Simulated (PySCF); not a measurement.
## In⁺ (indium, charge +1) across methods

[Kr] 4d10 5s2, closed-shell 1S. Calculation: PySCF 2.14, in aug-cc-pVQZ-PP with one added diffuse shell each of s, p, d, f, g type with ECP28MDF (8s8p6d4f3g, 117 functions); scalar relativity through the core potential.

```json
{"method": "MN15", "E (hartree)": "-189.4995", "mean ε 4p (eV)": "-89.167", "mean ε 4d (eV)": "-29.061", "mean ε 5s (eV)": "-16.767", "Σ⟨r²⟩ (bohr²)": "38.44", "⟨S²⟩": "0.000"}
{"method": "UHF", "E (hartree)": "-189.01888", "mean ε 4p (eV)": "-106.06", "mean ε 4d (eV)": "-34.878", "mean ε 5s (eV)": "-17.281", "Σ⟨r²⟩ (bohr²)": "38.86", "⟨S²⟩": "0.000"}
{"method": "r2SCAN", "E (hartree)": "-189.9730", "mean ε 4p (eV)": "-89.281", "mean ε 4d (eV)": "-26.477", "mean ε 5s (eV)": "-15.199", "Σ⟨r²⟩ (bohr²)": "38.01", "⟨S²⟩": "0.000"}
{"method": "LDA", "E (hartree)": "-189.5870", "mean ε 4p (eV)": "-86.670", "mean ε 4d (eV)": "-26.018", "mean ε 5s (eV)": "-15.370", "Σ⟨r²⟩ (bohr²)": "38.10", "⟨S²⟩": "0.000"}
{"method": "PBE", "E (hartree)": "-189.9129", "mean ε 4p (eV)": "-86.744", "mean ε 4d (eV)": "-25.873", "mean ε 5s (eV)": "-14.980", "Σ⟨r²⟩ (bohr²)": "38.16", "⟨S²⟩": "0.000"}
{"method": "PBE0", "E (hartree)": "-189.9082", "mean ε 4p (eV)": "-91.822", "mean ε 4d (eV)": "-28.374", "mean ε 5s (eV)": "-15.776", "Σ⟨r²⟩ (bohr²)": "38.17", "⟨S²⟩": "0.000"}
{"method": "r2SCAN0", "E (hartree)": "-189.9393", "mean ε 4p (eV)": "-93.557", "mean ε 4d (eV)": "-28.813", "mean ε 5s (eV)": "-15.989", "Σ⟨r²⟩ (bohr²)": "38.08", "⟨S²⟩": "0.000"}
```

(1) Estimate the same row for r2SCANh.

Energies and moments cover only the electrons outside the core potential.

Results:

(1) E (hartree) = -189.9593; mean ε 4p (eV) = -90.990; mean ε 4d (eV) = -27.409; mean ε 5s (eV) = -15.516; Σ⟨r²⟩ (bohr²) = 38.03; ⟨S²⟩ = 0.000.
